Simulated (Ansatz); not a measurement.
A nudged elastic band was laid between two geometries of a periodic cell of 13 atoms, LiSc$_{12}$ (host Sc, host structure hcp, interstitial Li).

Level of theory: DFT PBE, scalar-relativistic, plane waves, PAW in Ansatz. Settings: cutoff 250 eV, k mesh 4x3x4, fermi-dirac smearing 0.05 eV, no spin polarisation.

- movable images: 3
- climbing image: yes
- spring: 5.0 eV/Å²
- optimiser: quadratic models (default)
- start path: default
- force threshold: 0.05 eV/Å
- iteration limit: 46
- end points: relaxed

First end point:

```xyz
13
Lattice="6.6200 0.0000 0.0000 -4.9650 8.5996 0.0000 0.0000 0.0000 5.2761" Properties=species:S:1:pos:R:3
Sc 0.025 -0.110 -0.152
Sc -0.043 1.863 2.528
Sc -1.631 2.969 -0.103
Sc -1.637 4.773 2.564
Sc -3.554 5.461 0.003
Sc -3.309 7.669 2.487
Sc 3.382 0.454 -0.060
Sc 3.320 2.012 2.563
Sc 1.597 2.815 -0.062
Sc 1.627 4.729 2.634
Sc 0.225 5.502 0.003
Sc 0.027 7.639 2.503
Li -1.684 6.776 4.882
```

Last end point:

```xyz
13
Lattice="6.6200 0.0000 0.0000 -4.9650 8.5996 0.0000 0.0000 0.0000 5.2761" Properties=species:S:1:pos:R:3
Sc 0.030 -0.112 0.131
Sc -0.041 1.858 2.742
Sc -1.627 2.972 0.099
Sc -1.633 4.781 2.718
Sc -3.554 5.457 0.033
Sc -3.300 7.663 2.769
Sc 3.391 0.459 0.070
Sc 3.325 2.014 2.719
Sc 1.600 2.810 0.073
Sc 1.630 4.718 2.677
Sc 0.232 5.499 0.031
Sc 0.028 7.632 2.757
Li -1.681 6.782 5.561
```

**Question.** Which bonds break or form, and what moves?

**Answer.** The atom that moves furthest is Li13, by 0.68 Å.

**Question.** What energy profile does the band end with?

**Answer.** The run converged. The highest image is number 2 of 0 to 4, 0.001 eV above the ends, which have the same energy within 2 meV. The top lies less than 8 meV above the higher end, about what the thresholds resolve: that end is a shoulder or a very shallow well. The order of the stationary point at the top wasn't checked. The plane-wave cutoff is below what these datasets need, so energies and pressures aren't converged. Limits of this set-up: coarse k mesh.

```csv
image,path coordinate (Å),energy (eV)
0,0.00,0.000
1,0.15,0.000
2,0.30,0.001
3,0.45,0.001
4,0.59,0.000
```

**Question.** What is the geometry of the highest image?

**Answer.** 
```xyz
13
Lattice="6.6200 0.0000 0.0000 -4.9650 8.5996 0.0000 0.0000 0.0000 5.2761" Properties=species:S:1:pos:R:3
Sc 0.024 -0.113 -0.010
Sc -0.038 1.859 2.636
Sc -1.629 2.980 -0.002
Sc -1.633 4.782 2.641
Sc -3.563 5.463 0.015
Sc -3.301 7.658 2.629
Sc 3.387 0.465 0.005
Sc 3.325 2.017 2.641
Sc 1.591 2.810 0.005
Sc 1.627 4.711 2.652
Sc 0.235 5.501 0.015
Sc 0.027 7.627 2.631
Li -1.683 6.783 5.226
```

The run took 120 s on 4 threads of Arm Neoverse V1, with other jobs on the host, peak memory 1.3 GiB.
